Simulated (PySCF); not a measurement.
# Dipole moment and polarisability of `[Cl][GeH]1[CH2]CCC[CH2]1`

Compound: C₅H₁₁ClGe.
Geometry (PBE0-D3(BJ)/def2-SVP, Å), atoms numbered from 1 in this order:
```xyz
18
C5H11ClGe angstrom
Cl     2.735   -1.316   -0.516
Ge     1.325   -0.597    0.988
C     -0.368   -1.504    0.664
C     -1.017   -0.955   -0.609
C     -1.188    0.567   -0.627
C      0.119    1.362   -0.698
C      0.979    1.273    0.565
H      1.975   -0.865    2.356
H     -0.219   -2.593    0.605
H     -1.012   -1.312    1.542
H     -0.411   -1.255   -1.482
H     -2.003   -1.430   -0.748
H     -1.813    0.839   -1.493
H     -1.759    0.881    0.267
H     -0.114    2.420   -0.906
H      0.706    1.005   -1.562
H      1.927    1.819    0.449
H      0.452    1.716    1.428
```

Level: PBE0/def2-SVPD (PySCF), static field, nuclei fixed, core orbitals frozen in the response. The polarisability tensor in these axes (au):

```
x   105.56  -4.15   2.67
y    -4.15  98.43  -1.47
z     2.67  -1.47  94.40
```

Task: What are the eigenvalues, a third of the trace, and Δα (Δα² = ½Σ(αi − αj)² over the three pairs)?

Result: Principal values 93.71, 96.54 and 108.14 au; mean 99.46 au = 14.74 Å³ = 16.40 × 10⁻⁴⁰ C²·m²/J; Δα = 13.24 au (13 % of the mean).

Task: What is the dipole moment, and where does it point?

Result: (-2.38, 1.16, 1.13) D, 2.88 D in size, pointing from the negative to the positive side. Measured along this direction, the outermost atoms are Cl1 at the negative end and H14 at the positive end.

Task: Traceless (Buckingham) quadrupole moment about the centre of nuclear charge: eigenvalues?

Result: -5.77, 2.39, 3.38 D·Å. The values depend on the origin, since the dipole doesn't vanish. The electronic extent ⟨r²⟩ about the same centre is 1271 bohr², a root-mean-square distance of 1.99 Å for the 90 electrons.

Task: Along which axes do the principal values lie, and how far do the nuclei extend along each?

Result: Largest value along (0.89, -0.41, 0.22), where the nuclei span 5.12 Å; middle along (0.44, 0.90, -0.07), 4.90 Å; least along (-0.16, 0.16, 0.97), 3.41 Å. The response follows the extents in order.

Task: What would n − 1 = 2πNα be for an ideal gas of these molecules at 400 K and 1 atm, electronic part alone?

Result: N = p/kT = 1.8347 × 10¹⁹ cm⁻³, so n − 1 = 2π × N × 14.74 × 10⁻²⁴ cm³ = 1699 × 10⁻⁶ at long wavelengths, for an ideal gas.

Task: Find the Langevin capture rate constant for H3O+ (19.018 u) meeting this molecule (179.976 u), k = 2.342 × 10⁻⁹ cm³/s × √(α in Å³ / reduced mass in u).

Result: The reduced mass is 17.20 u, so k = 2.17 × 10⁻⁹ cm³/s. The formula leaves out the permanent dipole, which adds to the capture rate.

Isolated species at its PBE0-D3(BJ)/def2-SVP geometry (one conformer only). The calculation is non-relativistic, for germanium too.
